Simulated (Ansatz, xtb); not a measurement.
System: WO3, net charge 0, triplet state. The spin state was set by rule; other spins were not relaxed. SMILES of the parent species: [O]=[W](=[O])=[O]
Geometry from a B3LYP-D3(BJ)/def2-TZVP (Ansatz, a quantum-chemistry and plane-wave program) optimisation:
```xyz
4

W     -0.0498    -0.0639    -0.0495
O      1.7666    -0.1812    -0.5796
O     -0.4164    -0.5938     1.5456
O     -0.8892     1.3662    -0.5078
```
Charge 0, spin multiplicity 3.

Harmonic wavenumbers from GFN2-xTB (xtb, at its own minimum), cm⁻¹: 25, 182, 182, 709, 720, 720.

Question: Give the harmonic wavenumbers at B3LYP-D3(BJ)/def2-TZVP (Ansatz, finite differences of forces, unscaled).

Answer: 127, 203, 297, 622, 936, 999 cm⁻¹. Zero-point energy 4.6 kcal/mol.

Question: From these and the geometry, give the ideal-gas thermochemistry at 298.15 K and 1 atm (rigid rotor, harmonic oscillator).

Answer: Point group Cs, rotational symmetry number 1. Rotational constants 7.03, 5.984, 3.484 GHz. S(trans) 42.22, S(rot) 25.20, S(vib) 7.17, S(elec, spin only) 2.18, S 76.8 cal/(mol K). H(298) - H(0) 3.56 kcal/mol; G - E(el) -14.8 kcal/mol.
